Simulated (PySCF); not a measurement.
Atom-mapped SMILES (the numbers label the heavy atoms): `[CH2:1]=[CH:2][P:3]([C:4]#[C:5][CH3:6])[C:7]([F:8])([F:9])[F:10]`. Each H is labelled by its parent atom. Ha(C1) is cis to P3; Hb(C1) is trans to P3.

Computational details: geometry from GFN2-xTB, shieldings: GIAO PBE0/pcSseg-1, in PySCF 2.14 (one computed conformer, fast rotation and ring inversion assumed for equivalent nuclei, no solvent, non-relativistic).

Referencing at the same level of theory: ¹³C, ¹H vs TMS; ³¹P against H3PO4; ¹⁹F vs CFCl3.

| atoms | nucleus | count | δ (ppm) |
| --- | --- | --- | --- |
| H(C6) | ¹H | 3 | 2.31 |
| C1 | ¹³C | 1 | 136.4 |
| P3 | ³¹P | 1 | -34.7 |
| Hb(C1) | ¹H | 1 | ? |
| C2 | ¹³C | 1 | 138.5 |
| H(C2) | ¹H | 1 | 6.59 |
| F8/F9/F10 | ¹⁹F | 3 | ? |
| Ha(C1) | ¹H | 1 | 6.47 |
| C5 | ¹³C | 1 | 119.0 |
| C4 | ¹³C | 1 | ? |
| C7 | ¹³C | 1 | 140.4 |
| C6 | ¹³C | 1 | ? |

Problem. Fill in the missing shifts.

Solution. 
- C4: 75.1 ppm, alkyne carbon; sp carbons lie upfield of alkene carbons because the cylindrical π system leaves one tensor component strongly shielded
- C6: 6.2 ppm, propargylic methyl carbon; saturated and bonded to C and H only
- Hb(C1): 6.43 ppm, hydrogen on a terminal =CH2 carbon; a vinylic proton, deshielded by the sp2 carbon and the C=C anisotropy
- F8/F9/F10: -68.9 ppm, fluorine of a CF3 group

Shifts are as computed. Against solution values, carbons near 30 ppm lie about +3 ppm off and those near 130 ppm about +5 ppm. Of 1211 compounds with measured shifts, 218 miss one by over three times the rms of a fit or turn the order of signals round; such compounds aren't used in these exercises. Unscaled 19F shifts against computed CFCl3 carry errors that often reach 10 to 50 ppm. Experimental scales use liquid or dissolved standards, which lie at an offset from isolated H3PO4.
